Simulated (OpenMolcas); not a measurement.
# S4+: RASPT2 settings compared

| Property | Result |
| --- | --- |
| Program | OpenMolcas 26.06 |
| Basis | ANO-RCC-VQZP [6s5p3d2f1g] |
| Scalar Hamiltonian | DKH3, point nucleus |
| Active space | 2 electrons in 9 orbitals (RAS2 3s 3p; RAS3 3d, at most 2 electrons) |
| State averaging | 2S+1 = 1 even, 1 root; 2S+1 = 1 odd, 3 roots; 2S+1 = 3 odd, 3 roots kept (CI in the orbitals of an earlier block) |
| Spin-orbit coupling | state interaction with AMFI integrals over the reference wave functions, term energies averaged over their components |

Methods on the same reference wave functions:
A. RASSCF
B. SS-RASPT2, IPEA 0.6 Eh, imaginary shift 0.5 Eh (closed shells correlated: none)
C. SS-RASPT2, IPEA 0.4 Eh, sigma1 regulariser 0.25 Eh (closed shells correlated: 2s 2p)
D. XMS-RASPT2, IPEA 0.5 Eh, imaginary shift 0.5 Eh (closed shells correlated: 2s 2p)

Energies in eV above 3s² ¹S₀, the measured ground level; measured values from NIST levels in Podobedova, Kelleher and Wiese, J. Phys. Chem. Ref. Data 38, 171 (2009); Martin, Zalubas and Musgrove, J. Phys. Chem. Ref. Data 19, 821 (1990).

```csv
Level,A,B,C,D,Measured
3s² ¹S₀,0.0000,0.0000,0.0000,0.0000,0.0000
3s 3p ³P°₀,10.2318,10.187,10.243,10.232,10.2937
3s 3p ³P°₁,10.2697,10.225,10.281,10.270,10.3395
3s 3p ³P°₂,10.3470,10.302,10.358,10.347,10.4339
3s 3p ¹P°₁,16.1025,15.953,15.927,15.915,15.7647
```

Deviations, from unrounded energies. A percentage is the sum of absolute deviations over the sum of measured energies, with the sign that they share, or ± where signs differ.

```
           Against measurement  Levels     A     B     C     D
mean absolute deviation (cm-1)       4  1100  1100   700   740
      other configurations (%)       4  ±1.2  ±1.2  ±0.7  ±0.8
```

C lies closest to measurement on these levels and A furthest from it. The largest miss of C in the table is 3s 3p ¹P°₁, by +1300 cm-1. The ranking rests on the paired levels alone, and a cruder setting can come out closer through cancelling errors.

Among B to D the level of the table that moves most is 3s 3p ³P°₀, by 450 cm-1 (lowest in B, highest in C).

The lowest spin-free term lies below A's lowest term by 0.001 hartree in B, 0.042 hartree in C, 0.042 hartree in D.

Terms from blocks run as CI alone lack orbitals of their own. Active for correlation alone: 3d; no level in the range computed is led by a configuration that fills it, so any true level of that kind is missing. Computed and measured levels are paired by configuration, term and J; levels that our copy of the source lacks, or whose pairing is in doubt (as where it misses far off the trend of its configuration), stay unpaired and out of the deviations. Only configurations of the active space appear.

° marks odd parity.
